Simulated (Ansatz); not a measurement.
Consider the formal hydrolysis of a Zr–Br bond: `[OH][Zr]([OH])([Br])[Br]` + H₂O → `[OH][Zr]([OH])([OH])[Br]` + HBr.

Calculated with Ansatz (gas phase, PBE0-D4/def2-TZVP geometries, no zero-point term in ΔE). CCSD(T)/CBS adds triple-zeta CCSD(T) − MP2 to the extrapolated MP2 energy (def2 sets, frozen cores). This one scheme is used for every species. Functionals use def2-TZVPP. B3LYP here is the variant with VWN-RPA as its local correlation; programs differ in this. HSE06 is defined as in plane-wave codes. def2 core potentials past Kr. For Br, Zr outer-core shells are correlated without core-valence functions, which leaves a few kJ/mol of doubt a bond. Scalar relativity is left out up to krypton. Each species was taken in one conformer, which may not be the lowest.

```tsv
level	ΔE (kJ/mol)	difference from CCSD(T)/CBS
LDA (SPW92)	31.6	-10.9
revPBE-D4	36.9	-5.6
r2SCAN-D4	38.6	-3.9
B97M-V	36.6	-5.9
PBE0-D4	41.9	-0.6
B3LYP-D4	34.6	-7.9
r2SCAN0-D4	42.0	-0.5
HSE06-D4	42.7	0.2
BHLYP-D4	39.7	-2.8
CAM-B3LYP-D4	27.2	-15.3
ωB97X-V	31.3	-11.2
ωB97M-V	33.7	-8.8
B2PLYP	35.7	-6.8
PBE-QIDH	44.3	1.8
PBE	35.3	-7.2
revPBE	36.1	-6.4
BLYP	26.9	-15.6
r2SCAN	38.2	-4.3
PBE0	40.0	-2.5
B3LYP	31.1	-11.4
r2SCANh	39.6	-2.9
r2SCAN0	41.4	-1.1
HSE06	40.7	-1.8
BHLYP	34.5	-8.0
CAM-B3LYP	24.8	-17.7
LC-ωPBE	27.3	-15.2
RPA@PBE/def2-TZVPP	37.0	-5.5
HF/def2-SVP	25.1	-17.4
CCSD/def2-SVP	18.3	-24.2
CCSD(T)/def2-SVP	20.1	-22.4
HF/def2-TZVPP	38.8	-3.7
MP2/def2-TZVPP	44.5	2.0
SCS-MP2/def2-TZVPP	38.9	-3.6
CCSD/def2-TZVPP	37.0	-5.5
CCSD(T)/def2-TZVPP	39.1	-3.4
HF/def2-QZVPP	38.9	-3.6
MP2/def2-QZVPP	46.5	4.0
SCS-MP2/def2-QZVPP	40.5	-2.0
HF/CBS(def2)	38.9	-3.6
CCSD/CBS(def2)	40.3	-2.2
CCSD(T)/CBS	42.5	0
```

Largest T1 diagnostic among the species: 0.015.

Leaving LDA and LC-ωPBE aside and taking each functional with its dispersion term where it has one, the values spread over 17.1 kJ/mol, from CAM-B3LYP-D4 to PBE-QIDH. LDA lies −3.7 kJ/mol from PBE without D4. At CCSD(T), def2-SVP lies −22.4 kJ/mol from the extrapolated value and def2-TZVPP −3.4 kJ/mol. From BLYP to BHLYP (50 % exact exchange), in def2-TZVPP and without D4, ΔE moves by +7.5 kJ/mol.

CCSD(T)/CBS has its own doubt, a few kJ/mol and more with outer-core shells, so smaller differences from it don't rank the levels.
